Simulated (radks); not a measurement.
Spin polarisation of the 4d8 shell in Pd2+. Start: [Kr] 4d(up 4, down 4); electrons of 4d are moved from spin down to spin up, other shells keep equal spins. Calculated with a radial shooting solver on a logarithmic mesh with Libxc functionals: non-relativistic Kohn-Sham, BLYP, spin-polarised, spherical densities, point nucleus.

moment (Bohr magnetons)	E - E(0) (eV)	e(4d up) (eV)	e(4d down) (eV)	4p down minus up (eV)
0	0.000	-27.595	-27.595	0.000
0.5	-0.044	-27.768	-27.414	0.381
1	-0.177	-27.932	-27.224	0.761
1.5	-0.398	-28.087	-27.027	1.141
2	-0.707	-28.232	-26.822	1.519

At moment 2 the spin-polarisation energy is -0.707 eV and the 4d exchange splitting 1.411 eV, that is 0.705 eV per Bohr magneton; E = -I m^2/4 would give I = 0.707 eV.
